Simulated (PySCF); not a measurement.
**[PbOCl]− at several levels of theory**

Computed with PySCF 2.14.0 (density fitting, no spin-orbit coupling) at the geometry relaxed with PBE0:

```xyz
3
[PbOCl]− (singlet)
Pb    0.2110    0.0000   -0.5189
O     1.7192    0.0000    0.7476
Cl   -2.0019    0.0000    1.0001
```

```json
{"level": "PBE0", "basis": "Pb def2-SVP with ECP60, O def2-SVP, Cl def2-SVP", "state": "singlet", "HOMO (eV)": "-1.02", "gap (eV)": "4.22", "charge on Pb1 (e)": "0.29", "dipole about the centre of mass (D)": "5.57", "largest force component (eV/Å)": "0.01"}
{"level": "PBE", "basis": "the same", "state": "singlet", "HOMO (eV)": "0.32", "gap (eV)": "2.30", "charge on Pb1 (e)": "0.16", "dipole about the centre of mass (D)": "5.00", "largest force component (eV/Å)": "0.73"}
{"level": "PBE0", "basis": "Pb def2-TZVP with ECP60, O def2-TZVP, Cl def2-TZVP", "state": "singlet", "HOMO (eV)": "-1.47", "gap (eV)": "4.19", "charge on Pb1 (e)": "0.47", "dipole about the centre of mass (D)": "6.23", "largest force component (eV/Å)": "0.45"}
```

Charges are Mulliken's, which hang on the basis. The relaxation used the grid (50, 194), these runs (75, 302) or, all-electron (x2c bases, spin-free X2C Hamiltonian), (99, 590).

**Question.** What does HF with Pb def2-SVP with ECP60, O def2-SVP, Cl def2-SVP give here?

**Answer.** state singlet, HOMO (eV) -3.85, gap (eV) 9.50, charge on Pb1 (e) 0.59, dipole about the centre of mass (D) 6.56, largest force component (eV/Å) 1.11. Time: 0.5 s on 2 threads of Arm Neoverse V2 (shared host), from an already converged density.

In the first row's basis the gap widens with exact exchange: 2.3 eV for PBE (none); 4.2 eV for PBE0 (a fixed share); 9.5 eV for Hartree–Fock (rising or full at long range).

The highest filled level of some runs lies above zero, as often for anions with such functionals and bases.
